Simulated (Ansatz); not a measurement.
Consider the redistribution: `[BH2][AlH][BH]O` + `BCB(C)F` → `BCB(B)F` + `[CH3][AlH][BH]O`.

Calculated with Ansatz (gas phase, PBE0-D4/def2-TZVP geometries, no zero-point term in ΔE). CBS: MP2 limit from def2 TZ/QZ plus the TZ coupled-cluster correction, frozen cores. Functionals use def2-TZVPP. B3LYP here is the variant with VWN-RPA as its local correlation; programs differ in this. Each species was taken in one conformer, which may not be the lowest.

`[BH2][AlH][BH]O`:

Cartesian coordinates in Å:
```
B 1.280 -1.507 1.062
Al -0.480 -0.799 0.131
B -0.740 1.252 -0.469
O -0.308 1.645 -1.694
H 2.204 -1.968 0.447
H 1.455 -1.460 2.250
H -1.688 -1.830 -0.082
H -1.255 2.091 0.238
H -0.467 2.576 -1.882
```

`BCB(C)F`:

Z-matrix (Å, degrees):
```
C
B 1 1.574
B 1 1.546 2 107.7
H 1 1.098 2 104.8 3 115.6
H 1 1.091 2 109.9 3 -124.1
F 2 1.335 1 117.2 3 100.4
C 2 1.560 1 125.0 3 -80.4
H 3 1.197 1 121.3 2 -103.1
H 3 1.199 1 120.2 2 74.3
H 7 1.091 2 113.5 1 18.4
H 7 1.098 2 108.3 1 -100.6
H 7 1.093 2 111.8 1 142.8
```

`BCB(B)F`:

```xyz
11

B    -0.501    0.368   -1.686
C     0.368   -0.511   -0.754
B     0.573    0.271    0.605
B    -0.274   -0.133    1.997
F     1.457    1.272    0.606
H    -1.689    0.220   -1.733
H    -0.003    1.241   -2.334
H     1.381   -0.628   -1.157
H    -0.091   -1.482   -0.549
H    -1.362    0.317    2.222
H     0.142   -0.936    2.782
```

`[CH3][AlH][BH]O`:

Z-matrix (Å, degrees):
```
C
Al 1 1.964
H 1 1.096 2 110.3
H 1 1.094 2 115.1 3 121.6
H 1 1.096 2 110.4 3 -116.7
B 2 2.172 1 120.3 3 -120.3
H 2 1.596 1 116.9 3 59.6
O 6 1.357 2 121.7 1 0.6
H 6 1.205 2 125.2 1 -179.4
H 8 0.961 6 114.0 2 0.0
```

```
             level  ΔE (kJ/mol)  difference from CCSD(T)/CBS
            PBE-D4         20.0                          4.6
         r2SCAN-D4         18.8                          3.4
           PBE0-D4         20.0                          4.6
          B3LYP-D4         15.5                          0.1
           ωB97X-V         15.8                          0.4
           ωB97M-V         15.1                         -0.3
            B2PLYP         14.3                         -1.1
               PBE         20.1                          4.7
            r2SCAN         18.8                          3.4
              PBE0         20.2                          4.8
             B3LYP         15.7                          0.3
     HF/def2-TZVPP         19.1                          3.7
    MP2/def2-TZVPP         12.9                         -2.5
SCS-MP2/def2-TZVPP         13.2                         -2.2
   CCSD/def2-TZVPP         17.8                          2.4
CCSD(T)/def2-TZVPP         17.1                          1.7
     HF/def2-QZVPP         18.5                          3.1
    MP2/def2-QZVPP         11.6                         -3.8
SCS-MP2/def2-QZVPP         12.1                         -3.3
      HF/CBS(def2)         18.4                          3.0
     MP2/CBS(def2)         11.1                         -4.3
    CCSD/CBS(def2)         16.1                          0.7
       CCSD(T)/CBS         15.4                            0
```

Largest T1 diagnostic among the species: 0.014.
